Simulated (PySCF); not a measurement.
AlClBr2, SMILES [Al]([Br])([Cl])[Br]. Heavy atoms are numbered as in [Al:1]([Cl:2])([Br:3])[Br:4].

The structure is a stationary point at r2SCAN-D4/def2-SVP. The structure was generated by enumeration; whether it is a known compound was not checked.

All values below come from M06-2X/def2-TZVP run with PySCF.

ESP charges are fitted to the potential on shells at 1.4 to 2.0 van der Waals radii. Atomic charges (e), one atom of each kind:

```tsv
atom	ESP fit	meta-Löwdin
Al1	(withheld)	0.82
Cl2	(withheld)	-0.30
Br3	(withheld)	-0.26
```

Question: What belongs in the gaps? (An estimate is asked for; the answer gives what the named calculation found.)

Answer: 
- Al1, ESP fit: 0.54
- Cl2, ESP fit: -0.20
- Br3, ESP fit: -0.17
